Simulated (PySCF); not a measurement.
Species: C2H5F3Si.
Atom-mapped SMILES: `[CH3:1][SiH2:2][C:3]([F:4])([F:5])[F:6]` (hydrogens: H7, H8, H9 on C1; H10, H11 on Si2)

Computed with PySCF at PBE0/pcSseg-1 and wB97X-D/def2-SVPD, non-relativistic, on one gas-phase PBE0-D3(BJ)/def2-SVP geometry that isn't relaxed in the solvent. The solvent is an IEF-PCM continuum (cavity from Bondi-type radii × 1.2). Specific hydrogen bonds and non-electrostatic terms are outside this model.

Gas phase at PBE0/pcSseg-1: HOMO -9.31 eV, LUMO 0.60 eV, dipole 2.54 D.

Task: What does the continuum do to the energy, the frontier levels and the dipole at PBE0/pcSseg-1 in cyclohexane and methanol?

Result: 
| solvent | ε | E(solvent) − E(gas) (kcal/mol) | polarisation term (kcal/mol) | distortion of the solute (kcal/mol) | HOMO (eV) | LUMO (eV) | dipole (D) |
| --- | --- | --- | --- | --- | --- | --- | --- |
| cyclohexane | 2.017 | -0.98 | -1.02 | 0.04 | -9.27 | 0.75 | 2.73 |
| methanol | 32.61 | -2.27 | -2.50 | 0.23 | -9.23 | 0.91 | 2.98 |

Polarisation term: ½ Σ q·V over the induced surface charges. Distortion: the rise of the solute's own energy as its density leaves the gas-phase optimum. From cyclohexane to methanol the lowering changes by a factor 2.32, Onsager's factor (ε − 1)/(2ε + 1) by 2.36 and ε itself by 16.2.

Task: Which radius a makes the point-dipole formula ΔE = −[(ε − 1)/(2ε + 1)]·μ²/a³ give the value in methanol, with the gas-phase dipole?

Result: μ = 0.999 au and |ΔE| = 0.00362 Eh give a = 2.69 Å; the farthest nucleus lies 2.67 Å from the centroid of the nuclei. The formula assumes a rigid point dipole at the centre of a sphere.

Gas phase at wB97X-D/def2-SVPD: HOMO -11.31 eV, LUMO 1.86 eV, dipole 2.69 D.

Task: What does the continuum do to the energy, the frontier levels and the dipole at wB97X-D/def2-SVPD in cyclohexane and methanol?

Result: 
```tsv
solvent	ε	E(solvent) − E(gas) (kcal/mol)	polarisation term (kcal/mol)	distortion of the solute (kcal/mol)	HOMO (eV)	LUMO (eV)	dipole (D)
cyclohexane	2.017	-0.97	-1.02	0.05	-11.27	2.01	2.91
methanol	32.61	-2.27	-2.56	0.29	-11.23	2.18	3.23
```

The atom shares or the degeneracy of the HOMO differ from the gas phase in methanol, so that column needn't follow one orbital.

Task: How does the static polarisability (wB97X-D/def2-SVPD, frozen core, with the continuum's full static response) change?

Result: 
```json
{"medium": "gas", "isotropic (au)": "54.7", "principal values (au)": "51.0, 53.9, 59.3", "⟨r²⟩ of the electrons (bohr²)": "725.1"}
{"medium": "cyclohexane", "isotropic (au)": "60.3", "principal values (au)": "56.7, 59.4, 64.9", "⟨r²⟩ of the electrons (bohr²)": "725.0"}
{"medium": "methanol", "isotropic (au)": "70.4", "principal values (au)": "67.9, 68.9, 74.4", "⟨r²⟩ of the electrons (bohr²)": "724.8"}
```

The isotropic value in methanol is 1.29 times the gas-phase one; no cavity-field correction is applied. ⟨r²⟩ is taken about the centre of nuclear charge.

Conformer computed: `[CH3:1][SiH2:2][C:3]([F:4])([F:5])[F:6]`: C1–Si2–C3–F4 -62°.

Note: wB97X-D ran without an empirical dispersion term, which enters the total energy and its gradient alone.
